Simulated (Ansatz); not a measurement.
H2Pb (SMILES [PbH2]) moved off its minimum; all values from Ansatz (a program for electronic structure), cores frozen in correlated methods. Elements past Kr take the def2 small-core potentials, without spin–orbit coupling.
(charge 0, multiplicity 1)
```xyz
3

Pb     0.0510     0.0757     0.0478
H     -0.1920    -1.2866    -1.2475
H     -0.1507     1.3332    -1.2948
```

Problem. Give the forces (eV/Å), the total energy and the dipole at CCSD(T)/def2-TZVPPD.

Solution. 
```
atom      Fx      Fy      Fz
----  ------  ------  ------
Pb1   -0.039  -0.283  -0.201
H2     0.043   0.172   0.239
H3    -0.004   0.111  -0.038
```
Energy -193.0668 hartree, dipole 1.57 D.
